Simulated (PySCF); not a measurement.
# Computed records: BGeH$_{3}$O$_{2}$, BGeH$_{4}$OSi, BGeH$_{3}$OSi

Computed with PySCF 2.14.0. Calculation on a computer-drawn molecule: the log of a Hartree-Fock and frozen-core CCSD(T) single point meant for a local Hartree-Fock minimum, with one planted fault or none, to be diagnosed. Offsets are logged minus clean, where the clean run is the same molecule without the fault. The reference is restricted for singlets and unrestricted otherwise, and also for a bond in bohr or an excited solution. Adding or removing an electron swaps singlet and doublet. The excited solution moves the top pair (singlet) or top alpha electron (doublet) to the lowest empty orbital. Highest occupied and lowest empty are orbital energies over both spins, largest force is the largest gradient component, triples share is (T) over the correlation energy, the T1 limit is 0.02 restricted and 0.045 unrestricted, electrons count all cores, a negative frequency is imaginary (commonest isotopes), and the dipole is about the centre of nuclear charge; on germanium a core potential holds 10 electrons, which the energies leave out, and 3d is frozen in MP2 and coupled-cluster steps.

Common to all runs: meant charge 0; meant basis and core potential on germanium cc-pVDZ-PP ECP10MDF; logged SCF converged yes; logged CC converged yes; logged SCF stable within its kind yes; possible faults no fault, one electron removed, one electron added, multiplicity raised by two, geometry at a saddle point, SCF held on an excited solution, minimal basis STO-3G, one bond length entered in bohr, all coordinates scaled.

(1) BGeH$_{3}$O$_{2}$

Logged structure:
```xyz
7
BGeH3O2
O      1.0366     2.8093     0.3949
B      1.2374     1.6424     0.3305
Ge     1.5734    -0.4024     0.2416
O      0.7017    -1.0692    -1.1525
H      1.0852    -1.0323     1.5432
H      3.0412    -0.6783    -0.0282
H     -0.2423    -1.0063    -1.1226
```

| Property | Result |
| --- | --- |
| meant multiplicity | 1 |
| meant basis | cc-pVDZ |
| logged electrons | 55 |
| logged basis functions | 80 |
| logged spin squared | 0.761 |
| logged highest occupied | -18.394 eV |
| logged lowest empty | -7.8469 eV |
| logged largest force | 0.088065 hartree/bohr |
| logged T1 diagnostic | 0.049533 |
| logged D1 diagnostic | 0.2951 |
| logged triples share | 0.03281 |
| logged dipole magnitude | 6.7779 debye |
| logged energy HF | -469.22536 hartree |
| logged energy CCSD(T) | -469.7759 hartree |
| planted fault | one electron removed |
| HF energy offset from clean run | 239.6 kcal/mol |
| CCSD(T) energy offset from clean run | 260.4 kcal/mol |

Drawn bonds:
| atom | other atom | order |
| --- | --- | --- |
| 1 | 2 | 2 |
| 2 | 3 | 1 |
| 3 | 4 | 1 |
| 3 | 5 | 1 |
| 3 | 6 | 1 |
| 4 | 7 | 1 |

Notes: T1 above single-reference limit.

(2) BGeH$_{4}$OSi

Logged structure:
```xyz
8
BGeH4OSi
O     -1.4124    -0.9767    -1.1597
B     -0.7506    -0.5042    -0.2951
Ge     0.3632     0.3134     1.2420
Si    -0.9079     0.4240     3.2761
H      0.7935     1.7095     0.7933
H      1.5994    -0.5672     1.4202
H     -2.0910     1.3032     3.1354
H     -1.3143    -0.9215     3.7420
```

| Quantity | Value |
| --- | --- |
| meant multiplicity | 2 |
| meant basis | cc-pV(D+d)Z |
| logged electrons | 63 |
| logged basis functions | 94 |
| logged spin squared | 0.757 |
| logged highest occupied | -9.4019 eV |
| logged lowest empty | 0.44852 eV |
| logged largest force | 2.407e-05 hartree/bohr |
| logged lowest frequency | 87.149 cm⁻¹ |
| logged T1 diagnostic | 0.018573 |
| logged D1 diagnostic | 0.048959 |
| logged triples share | 0.032057 |
| logged dipole magnitude | 3.9573 debye |
| logged energy HF | -684.21259 hartree |
| logged energy CCSD(T) | -684.70852 hartree |
| planted fault | no fault |
| HF energy offset from clean run | 0 kcal/mol |
| CCSD(T) energy offset from clean run | 0 kcal/mol |

Drawn bonds:
| atom | other atom | order |
| --- | --- | --- |
| 1 | 2 | 2 |
| 2 | 3 | 1 |
| 3 | 4 | 1 |
| 3 | 5 | 1 |
| 3 | 6 | 1 |
| 4 | 7 | 1 |
| 4 | 8 | 1 |

(3) BGeH$_{4}$OSi

Logged structure:
```xyz
8
BGeH4OSi
O     -1.5311    -1.0588    -1.2572
B     -0.8137    -0.5466    -0.3199
Ge     0.3937     0.3398     1.3463
Si    -0.9842     0.4596     3.5513
H      0.8602     1.8531     0.8599
H      1.7337    -0.6149     1.5395
H     -2.2667     1.4127     3.3987
H     -1.4247    -0.9989     4.0563
```

| Quantity | Value |
| --- | --- |
| meant multiplicity | 2 |
| meant basis | cc-pV(D+d)Z |
| logged electrons | 63 |
| logged basis functions | 94 |
| logged spin squared | 0.7567 |
| logged highest occupied | -9.5595 eV |
| logged lowest empty | 0.065122 eV |
| logged largest force | 0.10701 hartree/bohr |
| logged T1 diagnostic | 0.022386 |
| logged D1 diagnostic | 0.062415 |
| logged triples share | 0.037066 |
| logged dipole magnitude | 4.9958 debye |
| logged energy HF | -684.16556 hartree |
| logged energy CCSD(T) | -684.67738 hartree |
| planted fault | all coordinates scaled, by +8.4 % |
| HF energy offset from clean run | 29.51 kcal/mol |
| CCSD(T) energy offset from clean run | 19.54 kcal/mol |

Drawn bonds:
| atom | other atom | order |
| --- | --- | --- |
| 1 | 2 | 2 |
| 2 | 3 | 1 |
| 3 | 4 | 1 |
| 3 | 5 | 1 |
| 3 | 6 | 1 |
| 4 | 7 | 1 |
| 4 | 8 | 1 |

(4) BGeH$_{3}$OSi

Logged structure:
```xyz
7
BGeH3OSi
O      1.2891    -3.1152    -2.9000
Si     1.8317    -2.0521    -1.9865
B      0.8749    -0.3440    -1.5136
Ge    -0.7191    -0.1241    -0.1940
H      3.1392    -2.1817    -1.2975
H      1.5903     1.5558    -2.5424
H      0.3312     0.0932     0.9784
```

| Quantity | Value |
| --- | --- |
| meant multiplicity | 1 |
| meant basis | cc-pV(D+d)Z |
| logged electrons | 62 |
| logged basis functions | 89 |
| logged spin squared | 0.8968 |
| logged highest occupied | -9.5839 eV |
| logged lowest empty | -0.55768 eV |
| logged largest force | 0.015431 hartree/bohr |
| logged T1 diagnostic | 0.063479 |
| logged D1 diagnostic | 0.2365 |
| logged triples share | 0.04201 |
| logged dipole magnitude | 4.1651 debye |
| logged energy HF | -683.43005 hartree |
| logged energy CCSD(T) | -683.91746 hartree |
| planted fault | one bond length entered in bohr, row 5 of the drawn bonds |
| HF energy offset from clean run | 66.92 kcal/mol |
| CCSD(T) energy offset from clean run | 69.51 kcal/mol |

Drawn bonds:
| atom | other atom | order |
| --- | --- | --- |
| 1 | 2 | 2 |
| 2 | 3 | 1 |
| 3 | 4 | 1 |
| 2 | 5 | 1 |
| 3 | 6 | 1 |
| 4 | 7 | 1 |

Notes: T1 above single-reference limit.
